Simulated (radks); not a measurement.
Values are calculated unless marked as measured or tabulated.
Species: the thallium ion Tl+. Configuration: [Xe] 4f14 5d10 6s1.5 5f0.5 (fractional occupations, a model configuration).

Code: a radial shooting solver on a logarithmic mesh with Libxc functionals. Model: scalar-relativistic Kohn-Sham, BLYP, spin-polarised, spherical densities, finite nucleus; open shells are filled with parallel spins first (spin-orbit coupling, left out, can overturn this in heavy ions); Fermi nuclear charge, rms radius 5.4759 fm.

Energy parts (eV):
total: -550792.54
kinetic: 619994.68
electron-nucleus: -1372379.12
Hartree: 211904.06
exchange-correlation: -10312.15

Orbitals (lengths in bohr, moments of r in powers of bohr; r(90%) holds 90 % of the orbital's charge):
orbital,occ.,eigenvalue (eV),r(90%),<r^2>
1s up,1,-85599.73,0.0299,0.0003690
1s down,1,-85599.72,0.0299,0.0003690
2s up,1,-15251.33,0.107,0.005606
2s down,1,-15251.33,0.107,0.005606
2p up,3,-13124.65,0.102,0.004754
2p down,3,-13124.64,0.102,0.004754
3s up,1,-3648.536,0.260,0.03608
3s down,1,-3648.529,0.260,0.03608
3p up,3,-3036.123,0.268,0.03727
3p down,3,-3036.117,0.268,0.03727
3d up,5,-2400.116,0.252,0.03087
3d down,5,-2400.110,0.252,0.03087
4s up,1,-822.4651,0.561,0.1731
4s down,1,-822.4545,0.561,0.1731
4p up,3,-621.6295,0.605,0.1982
4p down,3,-621.6174,0.605,0.1981
4d up,5,-385.8282,0.655,0.2233
4d down,5,-385.8141,0.655,0.2233
5s up,1,-141.8316,1.25,0.8620
5s down,1,-141.8090,1.25,0.8618
4f up,7,-124.8848,0.745,0.2630
4f down,7,-124.8691,0.745,0.2629
5p up,3,-86.9781,1.46,1.146
5p down,3,-86.9417,1.46,1.145
5d up,5,-26.2770,2.11,2.219
5d down,5,-26.1329,2.10,2.204
6s up,1,-19.4943,3.40,6.135
6s down,0.5,-19.1383,3.42,6.189
5f up,0.5,-2.0065,14.6,117.5

The highest occupied level is 5f up at -2.007 eV. Summed over all electrons, <r^2> = 106.8 bohr^2, which gives a Langevin (diamagnetic) susceptibility term of -84.6 x 10^-6 cm^3/mol. The electron density at the nucleus is 2.721e+06 e/bohr^3 (large components only). The spin density at the nucleus is 117.9 e/bohr^3 (1s 0.3, 2s 0.1, 3s 0.0, 4s 0.0, 5s 0.0, 6s 117.5). The density falls to 0.001 e/bohr^3 at r = 3.81 bohr. Spin moment in Bohr magnetons: 1.
